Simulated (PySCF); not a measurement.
C2H3Cl2Ga (SMILES C=[CH][Ga]([Cl])[Cl]), singlet, at a GFN2-xTB geometry (such geometries of metal compounds can be far from the true shape). Base run: DF-PBE/pcseg-0 in PySCF.

The PySCF input:
```python
from pyscf import gto, scf, dft

mol = gto.Mole()
mol.atom = '''
    Ga   -0.03774659   -0.10467273    0.04952231
    Cl   -0.53437528   -1.12540139    1.81455023
    Cl    0.57078190    1.89644321    0.23092588
    C    -0.13235171   -0.99024645   -1.77323250
    C     0.18961438   -0.31112588   -2.86321791
    H    -0.45199407   -2.02737021   -1.82477109
    H     0.15132181   -0.74984954   -3.85177266
    H     0.50832805    0.72259723   -2.81303925
'''
mol.basis = 'pcseg-0'
mol.verbose = 4
mol.max_memory = 1800
mol.build()

mf = dft.RKS(mol)
mf.xc = 'pbe'
mf = mf.density_fit(auxbasis='def2-universal-jkfit')
mf.kernel()
```

The job was repeated with other settings on one machine. Differences are taken from the largest basis of the pcseg family in the series, which isn't the basis-set limit (pcseg-2: -2922.709994 Eh). The cheapest run took very roughly 10 core-seconds.

```tsv
setting	basis functions	cost, times the cheapest (rough)	difference in total energy (mEh)
pcseg-0	72	1	3781.84
pcseg-1	106	1	377.42
pcseg-2	213	4	reference
```

Times come from a shared machine, hold the start-up and are rough. Total energies converge more slowly with the basis than energy differences do.
